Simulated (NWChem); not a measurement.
Species: C5H3F; SMILES C(C#C)(F)=C=C

Computed with NWChem. Geometry: optimised at PBE-D3(BJ)/def2-SVP. Level: PBE0/def2-SVP with COSMO at NWChem's default radii, gas-phase geometry; rows give the dielectric constant.

```json
[
 {"dielectric constant": "2.0", "electrostatic solvation energy (kcal/mol)": "-2.0", "dipole in solution (D)": "2.31"},
 {"dielectric constant": "3.9", "electrostatic solvation energy (kcal/mol)": "-3.1", "dipole in solution (D)": "2.49"},
 {"dielectric constant": "7.6", "electrostatic solvation energy (kcal/mol)": "-3.7", "dipole in solution (D)": "2.59"},
 {"dielectric constant": "20.7", "electrostatic solvation energy (kcal/mol)": "-4.2", "dipole in solution (D)": "2.67"},
 {"dielectric constant": "46.7", "electrostatic solvation energy (kcal/mol)": "-4.3", "dipole in solution (D)": "2.70"}
]
```
